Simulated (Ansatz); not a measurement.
Reaction (hydrogen abstraction from the Sn–H bond): `C[O][SnH2][F]` + H• → `C[O][SnH][F]`• + H₂

Program: Ansatz. Geometries: PBE0-D4/def2-TZVP. ΔE: electronic, gas phase. CCSD(T)/CBS is the MP2 limit (def2-TZVPP, def2-QZVPP) plus CCSD(T) − MP2 in def2-TZVPP, frozen cores. This one scheme is used for every species, atoms too. Functionals use def2-TZVPP. Open shells (•) are unrestricted, without spin–orbit coupling. def2 core potentials past Kr. For Sn outer-core shells are correlated without core-valence functions, so the limit isn't a true one: a few kJ/mol of doubt a bond, and 10 to 20 or more in all where bonds break to atoms. One conformer a species, not always the lowest.

(1) Is it downhill or uphill in electronic energy at CCSD(T)/CBS, and by how much? (Best estimate.)

(2) What do these levels give: B97M-V, r2SCANh-D4, ωB97M-V, B2PLYP, CCSD/def2-SVP, CCSD(T)/def2-SVP? (Estimate.)

Largest T1 diagnostic among the species: 0.019.

Results:

(1) Computed: Downhill: ΔE = -1.36 eV.

(2) Computed: B97M-V -1.39, r2SCANh-D4 -1.54, ωB97M-V -1.42, B2PLYP -1.50, CCSD/def2-SVP -1.23, CCSD(T)/def2-SVP -1.24 eV.

At CCSD(T), def2-SVP lies +0.11 eV from the extrapolated value and def2-TZVPP +0.02 eV. From r2SCAN to r2SCAN0 (25 % exact exchange), in def2-TZVPP and without D4, ΔE moves by +0.10 eV. In def2-TZVPP, CCSD(T) changes the Hartree–Fock value by −0.31 eV (the triples alone add −0.01 eV) and MP2 by −0.20 eV.
